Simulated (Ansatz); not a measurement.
AlBr₂H (`[Br][AlH][Br]`), 4 atoms. The species carries charge 0 and has multiplicity 1. Correlated methods include outer-core shells of Br, which these sets cover unevenly. Scalar relativity is left out up to krypton. All runs use 2 threads of a server CPU on a shared host. Correlated methods freeze the cores.

Task: How many basis functions does each run have, and how long does it take in Ansatz? RKS B2PLYP (frozen core)/def2-TZVPP energy; RKS CAM-B3LYP-D4/def2-TZVPP energy; RKS B97M-V/def2-TZVPP energy; RKS PBE0-D4/def2-SVP energy; RKS PBE0-D4/def2-QZVPP energy; RHF-MP2/def2-QZVPP energy; RKS PBE0-D4/def2-TZVP frequencies; RHF-CCSD(T)/def2-SVP energy; RKS ωB97X-V/def2-TZVPP energy; direct RPA on PBE orbitals/def2-TZVPP energy; RKS PBE0-D4/def2-TZVP relaxation (3 steps); RHF-CCSD(T)/def2-TZVPP energy. (An estimate is asked.)

Result: Ansatz gave: Other jobs shared the machine, so times are rough.

| level | job | functions | wall time | peak host memory (GiB) |
| --- | --- | --- | --- | --- |
| RKS PBE0-D4/def2-SVP | energy | 87 | 1.1 s | 0.19 |
| RHF-CCSD(T)/def2-SVP | energy | 87 | 1.9 s | 0.22 |
| RKS CAM-B3LYP-D4/def2-TZVPP | energy | 152 | 2.7 s | 0.47 |
| direct RPA on PBE orbitals/def2-TZVPP | energy | 152 | 2.9 s | 0.29 |
| RKS B2PLYP (frozen core)/def2-TZVPP | energy | 152 | 3.6 s | 0.33 |
| RKS B97M-V/def2-TZVPP | energy | 152 | 4.2 s | 0.26 |
| RKS ωB97X-V/def2-TZVPP | energy | 152 | 5.5 s | 0.52 |
| RKS PBE0-D4/def2-QZVPP | energy | 278 | 6 s | 0.94 |
| RKS PBE0-D4/def2-TZVP | relaxation (3 steps) | 139 | 11 s | 0.4 |
| RHF-MP2/def2-QZVPP | energy | 278 | 12 s | 0.92 |
| RHF-CCSD(T)/def2-TZVPP | energy | 152 | 13 s | 0.73 |
| RKS PBE0-D4/def2-TZVP | frequencies | 139 | 33 s | 0.4 |
